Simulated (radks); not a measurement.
Effect of the nuclear size on the thallium ion Tl+, [Hg]. All-electron calculation, Dirac Kohn-Sham, PBE, spin-unpolarised, spherical densities, finite nucleus; Fermi nuclear charge, rms radius 5.4759 fm. Program: a radial shooting solver on a logarithmic mesh with Libxc functionals. The rms radius is varied about that value; shifts are against it.

| rms radius (fm) | total energy shift (eV) | density at nucleus (e/bohr^3) | 1s1/2 shift (meV) | 2s1/2 shift (meV) | 4p1/2 shift (meV) | 5s1/2 shift (meV) | 5p1/2 shift (meV) | 6s1/2 shift (meV) | 6p1/2 (empty) shift (meV) |
|---|---|---|---|---|---|---|---|---|---|
| 4.534 | -37.8 | 2.733e+06 | -15100 | -2270 | -2.43 | -26.2 | 0.669 | -2.42 | 0.519 |
| 5.2295 | -10.3 | 2.573e+06 | -4100 | -617 | -0.667 | -7.14 | 0.181 | -0.659 | 0.141 |
| 5.4759 | 0 | 2.523e+06 | 0.000 | 0.000 | 0.000 | 0.000 | 0.000 | 0.000 | 0.000 |
| 5.6785 | 8.65 | 2.485e+06 | 3450 | 520 | 0.564 | 6.01 | -0.152 | 0.555 | -0.119 |
| 6.5711 | 48.9 | 2.335e+06 | 19500 | 2940 | 3.21 | 33.9 | -0.854 | 3.13 | -0.672 |

Slopes of the eigenvalues against <r^2> in GHz/fm^2, as finite differences over the two radii next to the reference (eigenvalue slopes, not the field-shift constants of lines): 1s1/2 373000, 2s1/2 56100, 4p1/2 60.7, 5s1/2 649, 5p1/2 -16.5, 6s1/2 59.9, 6p1/2 (empty) -12.9.
